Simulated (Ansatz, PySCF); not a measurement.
Reaction (SMILES): OB(O)P [phosphanylboronic acid] + 3 [H][H] (H2) -> B (BH3) + 2 O (H2O) + P (PH3)
Geometries: B3LYP-D3(BJ)/def2-TZVP minima from Ansatz (an electronic-structure program), one conformer each, not searched for the lowest.

Wanted: energy of full hydrogenation (enthalpy at 298 K, with B3LYP-D3(BJ) rigid-rotor harmonic-oscillator terms from PySCF), in kJ/mol. Valence correlation only, unless marked. No spin-orbit coupling. Non-relativistic. Basis-set limits of correlation are two-point, X^-3; Hartree-Fock from the larger set.

```json
[
 {"level": "HF/STO-3G", "program": "Ansatz", "energy of full hydrogenation (kJ/mol)": "330.4", "minus last row": "73.3"},
 {"level": "BLYP-D3(BJ)/def2-TZVPD", "program": "Ansatz + dftd3", "energy of full hydrogenation (kJ/mol)": "264.0", "minus last row": "6.9"},
 {"level": "PBE0/def2-TZVP", "program": "Ansatz", "energy of full hydrogenation (kJ/mol)": "267.5", "minus last row": "10.4"},
 {"level": "MP2/CBS(aug-cc-pV(T+d)Z,aug-cc-pV(Q+d)Z)", "program": "Ansatz", "energy of full hydrogenation (kJ/mol)": "265.9", "minus last row": "8.8"},
 {"level": "SCS-MP2/cc-pV(D+d)Z", "program": "Ansatz", "energy of full hydrogenation (kJ/mol)": "272.1", "minus last row": "15.0"},
 {"level": "CCSD/CBS(cc-pV(T+d)Z,cc-pV(Q+d)Z)", "program": "Ansatz", "energy of full hydrogenation (kJ/mol)": "247.7", "minus last row": "-9.4"},
 {"level": "CCSD(T)/CBS(aug-cc-pV(T+d)Z,aug-cc-pV(Q+d)Z)", "program": "Ansatz", "energy of full hydrogenation (kJ/mol)": "257.1", "minus last row": "0.0"}
]
```
